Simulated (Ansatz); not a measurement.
Name a neutral molecule of C, Cl, Ge, O, Si and H with LUMO energy (ωB97M-V/def2-TZVPP) between 2.00 and 2.30 eV and HOMO–LUMO gap (B3LYP/def2-TZVPP) between 7.85 and 8.15 eV (Ansatz, PBE0-D4/def2-TZVP geometry).

`C[Si](C)(C)[O][Ge]([CH3])([CH3])[Cl]` (2.00 eV, 7.94 eV). Other molecules can fit too; these were computed, each in one conformer that needn't be the lowest.

B3LYP here is the variant with VWN-RPA as its local correlation; programs differ in this.
